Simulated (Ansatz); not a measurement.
Species: H$_{4}$GeS$_{3}$, SMILES `[SH][GeH]([SH])[SH]` (charge 0, multiplicity 1), formula H₄GeS₃.

### Question
How many basis functions does frozen-core CCSD(T)/cc-pVTZ // r2SCAN-D4/def2-TZVP in Ansatz (a quantum-chemistry and plane-wave program) use, how many core orbitals are frozen, and how many electrons are correlated?

### Answer
201 basis functions and 24 frozen orbitals, which leaves 36 correlated electrons (filled d shells below the valence shell are correlated). Core time is of the order of minutes.
